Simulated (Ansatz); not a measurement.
Basis-set extrapolation for FH5O3Si2 (`O[SiH](O)[SiH](O)F`) (PBE0-D4/def2-TZVP geometry, frozen core, Ansatz). Multiplicity 1, RHF reference.

```tsv
	def2-TZVPP	def2-QZVPP
HF	-905.205479	-905.240261
MP2 correlation	-1.205011	-1.309024
CCSD(T) correlation	-1.273869	not run
```

Energies in hartree. Use E(X) = E(∞) + A·exp(−7.88·√X) for Hartree–Fock and E(X) = E(∞) + B·X^(−2.97) for correlation, with X = 3 and 4, and add CCSD(T) minus MP2 of the smaller set to the MP2 limit.

Question: What is the CCSD(T) energy at the basis-set limit?

Answer: HF limit: -905.240261 + (-0.034782) × 0.13774 = -905.24505. MP2 limit: -1.309024 + (-0.104013) × 0.74074 = -1.38607. Higher-order term: -1.273869 − (-1.205011) = -0.06886. Total: -906.69998 hartree, 138.4 kcal/mol below CCSD(T)/def2-TZVPP.
